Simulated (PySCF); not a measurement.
Chlorine: a sound run and one with changed settings

Sound run: Cl⁺ [Ne] 3s2 3p4, Cl²⁺ [Ne] 3s2 3p3. All numbers are calculated (PySCF 2.14, no relativity, point nucleus, in def2-TZVP). In the sound run the correlated levels freeze [Ne]. The sound run starts from symmetry-adapted Hartree-Fock orbitals and uses a fine grid where one is needed.

Changed run: all electrons correlated in a basis built for the valence shell.

| species | method | sound run (hartree) | changed run (hartree) | converged |
| --- | --- | --- | --- | --- |
| Cl⁺ | MP2 | -459.16501 | -459.26390 | yes |
| Cl⁺ | CCSD(T) | -459.19499 | -459.29279 | yes |
| Cl²⁺ | MP2 | -458.30748 | -458.40602 | yes |
| Cl²⁺ | CCSD(T) | -458.33237 | -458.42992 | yes |

Ionisation energy of Cl⁺:

| method | sound run (eV) | changed run (eV) |
| --- | --- | --- |
| UHF | 22.582 | 22.582 |
| MP2 | 23.335 | 23.344 |
| SCS-MP2 | 23.413 | 23.414 |
| CCSD | 23.444 | 23.450 |
| CCSD(T) | 23.473 | 23.480 |

A valence basis has no tight correlating functions, so it recovers only part of the core correlation, and not evenly between atom and ion.

For comparison, NIST gives 23.814 eV between the lowest levels.
